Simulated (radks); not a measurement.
All-electron atom: Au+ in [Xe] 4f14 5d10. Calculated with a radial shooting solver on a logarithmic mesh with Libxc functionals: Dirac Kohn-Sham, exchange-only LDA, spin-unpolarised, spherical densities, finite nucleus; Fermi nuclear charge, rms radius 5.4371 fm. Some entries of the table are withheld. Estimate them.

| orbital | occ. | eigenvalue (hartree) | <1/r> (bohr^-1) | <r> (bohr) |
|---|---|---|---|---|
| 1s1/2 | 2 | -2960.183 | 95.60 | 0.01688 |
| 2s1/2 | 2 | -522.1627 | (1) | 0.07051 |
| 2p1/2 | 2 | -501.0582 | 23.48 | 0.05800 |
| 2p3/2 | 4 | -433.6805 | 19.13 | 0.06655 |
| 3s1/2 | 2 | -123.4081 | 8.625 | 0.1835 |
| 3p1/2 | 2 | -113.8555 | (2) | 0.1737 |
| 3p3/2 | 4 | -98.99191 | (3) | 0.1894 |
| 3d3/2 | 4 | (4) | 7.312 | (5) |
| 3d5/2 | 6 | (6) | 7.054 | (7) |
| 4s1/2 | 2 | -26.95407 | 3.653 | 0.4073 |
| 4p1/2 | 2 | -22.87387 | 3.545 | 0.4095 |
| 4p3/2 | 4 | -19.30060 | 3.149 | 0.4438 |
| 4d3/2 | 4 | -12.59427 | 2.947 | 0.4522 |
| 4d5/2 | 6 | -11.92877 | 2.856 | 0.4635 |
| 5s1/2 | 2 | (8) | 1.480 | 0.9276 |
| 4f5/2 | 6 | -3.31921 | 2.480 | 0.4956 |
| 4f7/2 | 8 | -3.17913 | 2.444 | 0.5026 |
| 5p1/2 | 2 | -2.91533 | 1.352 | 1.003 |
| 5p3/2 | 4 | -2.30417 | 1.204 | 1.104 |
| 5d3/2 | 4 | -0.55876 | 0.8590 | 1.547 |
| 5d5/2 | 6 | -0.50127 | 0.8192 | 1.620 |
| 6s1/2 | 0 | -0.45884 | 0.4779 | 2.656 |
| 6p1/2 | 0 | -0.25016 | 0.3672 | 3.421 |
| 6p3/2 | 0 | -0.21376 | 0.3265 | 3.819 |

Answer. 
(1) 2s1/2 <1/r> (bohr^-1): 23.50
(2) 3p1/2 <1/r> (bohr^-1): 8.545
(3) 3p3/2 <1/r> (bohr^-1): 7.411
(4) 3d3/2 eigenvalue (hartree): -83.00549
(5) 3d3/2 <r> (bohr): 0.1649
(6) 3d5/2 eigenvalue (hartree): -79.80800
(7) 3d5/2 <r> (bohr): 0.1697
(8) 5s1/2 eigenvalue (hartree): -4.24381
